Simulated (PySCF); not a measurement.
Partial charges of `COC[C@@H]([SiH3])OC(=O)OC`

Species: C₅H₁₂O₄Si.
Z-matrix (Å and degrees, GFN2-xTB geometry), rows numbered from 1:
```
C 
O   1  1.4049
C   2  1.4079  1  114.38
C   3  1.5179  2  105.30  1  -169.07
Si  4  1.9204  3  107.07  2    26.86
O   4  1.4378  3  108.37  2   145.30
C   6  1.3235  4  116.82  3   143.71
O   7  1.1994  6  126.59  4    -0.42
O   7  1.3388  6  108.55  4   179.94
C   9  1.4211  7  115.25  6   179.85
H   1  1.0960  2  111.04  3   -62.40
H   1  1.0879  2  106.60  3   178.41
H   1  1.0964  2  111.31  3    58.95
H   3  1.0993  2  110.64  1   -52.06
H   3  1.0995  2  110.51  1    67.96
H   4  1.0918  3  111.48  2   -95.70
H   5  1.4606  4  108.61  3    51.10
H   5  1.4678  4  105.16  3   166.86
H   5  1.4560  4  109.78  3   -74.85
H  10  1.0917  9  110.47  7    62.58
H  10  1.0869  9  105.81  7  -177.64
H  10  1.0919  9  110.52  7   -57.88
```

Density: PBE0/pcSseg-1 (PySCF); schemes: Mulliken, IAO, Hirshfeld and ESP-fitted. Isolated species at its GFN2-xTB geometry (one conformer only).

Task: Do the Mulliken, IAO, Hirshfeld and ESP-fitted schemes agree on where the charge is lowest?

Result: The schemes don't all agree: Mulliken O2 (-0.556); IAO O8 (-0.511); Hirshfeld O8 (-0.274); ESP-fitted O8 (-0.621).

Task: For which atoms does the sign change between the 4 schemes (beyond +0.03 e in one, beyond −0.03 e in another)?

Result: C3 and C4.

Task: At which atom do the 4 schemes differ most?

Result: At C7: from +0.262 (Hirshfeld) to +1.057 e (ESP-fitted), 0.795 e apart.

Task: What partial charge does each atom carry?

Result: In e:

```
atom                               environment  Mulliken     IAO  Hirshfeld  ESP-fitted
  C1                            methoxy carbon    -0.017  -0.202     -0.034      -0.299
  O2                              ether oxygen    -0.556  -0.381     -0.105      -0.223
  C3                sp3 carbon bound to oxygen    +0.121  -0.055     -0.003      -0.086
  C4                sp3 carbon bound to oxygen    -0.254  -0.188     -0.040      +0.245
 Si5                              SiH3 silicon    +0.568  +0.610     +0.283      +0.329
  O6  oxygen singly bound to a carbonyl carbon    -0.453  -0.334     -0.100      -0.591
  C7                          carbonate carbon    +0.718  +0.662     +0.262      +1.057
  O8                 carbonate carbonyl oxygen    -0.460  -0.511     -0.274      -0.621
  O9  oxygen singly bound to a carbonyl carbon    -0.458  -0.339     -0.117      -0.388
 C10                            methoxy carbon    -0.034  -0.208     -0.033      -0.146
 H11                           methyl hydrogen    +0.098  +0.129     +0.041      +0.128
 H12                           methyl hydrogen    +0.127  +0.162     +0.055      +0.160
 H13                           methyl hydrogen    +0.097  +0.127     +0.041      +0.122
 H14                        methylene hydrogen    +0.117  +0.131     +0.036      +0.125
 H15                        methylene hydrogen    +0.118  +0.127     +0.039      +0.088
 H16                          methine hydrogen    +0.167  +0.162     +0.037      +0.042
 H17                             Si–H hydrogen    -0.087  -0.117     -0.078      -0.066
 H18                             Si–H hydrogen    -0.101  -0.132     -0.089      -0.118
 H19                             Si–H hydrogen    -0.079  -0.110     -0.076      -0.101
 H20                           methyl hydrogen    +0.119  +0.152     +0.049      +0.107
 H21                           methyl hydrogen    +0.130  +0.164     +0.057      +0.135
 H22                           methyl hydrogen    +0.118  +0.151     +0.047      +0.102
```

Mean size of the charges over all atoms: ESP-fitted 0.240 e, IAO 0.234 e, Mulliken 0.227 e, Hirshfeld 0.086 e. Each set sums to the total charge, 0, to within 0.001 e. The Mulliken scheme counts on each atom the diagonal of the density matrix times the overlap matrix over that atom's basis functions. The ESP scheme is a least-squares fit of atom-centred charges to the potential on four shells outside the van der Waals surface, with the total charge fixed.

Task: How many electrons does the IAO scheme count on O8?

Result: Z − q = 8 − (-0.511) = 8.511.

Task: Sum the charges by element, for elements with more than one atom.

Result: 
```json
{"element": "C", "atoms": "5", "Mulliken": "+0.534", "IAO": "+0.009", "Hirshfeld": "+0.154", "ESP-fitted": "+0.771"}
{"element": "O", "atoms": "4", "Mulliken": "-1.927", "IAO": "-1.565", "Hirshfeld": "-0.596", "ESP-fitted": "-1.823"}
{"element": "H", "atoms": "12", "Mulliken": "+0.824", "IAO": "+0.946", "Hirshfeld": "+0.160", "ESP-fitted": "+0.723"}
```

Task: How closely do the schemes follow one another over all atoms?

Result: Correlation coefficient and root-mean-square difference: IAO with Hirshfeld 0.96, 0.176 e; Mulliken with IAO 0.96, 0.089 e; Mulliken with Hirshfeld 0.92, 0.201 e; IAO with ESP-fitted 0.88, 0.160 e; Hirshfeld with ESP-fitted 0.86, 0.243 e; Mulliken with ESP-fitted 0.84, 0.183 e.
